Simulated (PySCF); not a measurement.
**Excitation energies in several basis sets**

C3H8BP.
SMILES: `C#CC[BH2-][PH3+]`

TDDFT with PBE0 (PySCF), vertical singlets, core orbitals frozen in the response, spherical d and f functions. The structure is a single PBE0-D3(BJ)/def2-SVP conformer in the gas phase; no vibrational or solvent corrections.

Compare 6-31G*, 6-31+G*, def2-SVP, def2-SVPD, aug-cc-pVDZ, def2-TZVP and def2-TZVPD for this molecule.

| basis | functions | diffuse | S1 (eV) | S2 (eV) | S3 (eV) | S4 (eV) | S5 (eV) | LUMO (eV) | α (au) |
| --- | --- | --- | --- | --- | --- | --- | --- | --- | --- |
| 6-31G* | 90 | no | 6.14 | 6.46 | 6.57 | 6.77 | 6.88 | 0.64 | 64.4 |
| 6-31+G* | 110 | yes | 5.79 | 6.01 | 6.11 | 6.32 | 6.41 | -0.34 | 73.7 |
| def2-SVP | 114 | no | 6.19 | 6.55 | 6.68 | 6.77 | 6.91 | 0.49 | 67.3 |
| def2-SVPD | 168 | yes | 6.06 | 6.28 | 6.42 | 6.54 | 6.58 | 0.14 | 79.0 |
| aug-cc-pVDZ | 191 | yes | 5.76 | 5.96 | 6.07 | 6.26 | 6.33 | -0.45 | 80.7 |
| def2-TZVP | 209 | no | 6.00 | 6.35 | 6.43 | 6.53 | 6.66 | 0.17 | 76.1 |
| def2-TZVPD | 263 | yes | 5.90 | 6.02 | 6.25 | 6.31 | 6.36 | -0.18 | 80.5 |

States are compared by their number. Against the largest diffuse basis here (def2-TZVPD, itself not a converged limit), sets without diffuse functions differ by up to 0.29 eV in S1 and 0.54 eV in S5; the smaller diffuse sets differ by up to 0.15 and 0.22 eV. State by state, the largest deviation of a set without diffuse functions is S1 0.29, S2 0.53, S3 0.42, S4 0.46, S5 0.54 eV. The same number needn't mean the same state in each row. Against def2-TZVPD the polarisability deviates by -20% in 6-31G*, -8% in 6-31+G*, -16% in def2-SVP, -2% in def2-SVPD, 0% in aug-cc-pVDZ, -6% in def2-TZVP. A single + in a Pople set puts diffuse functions on heavy atoms only.
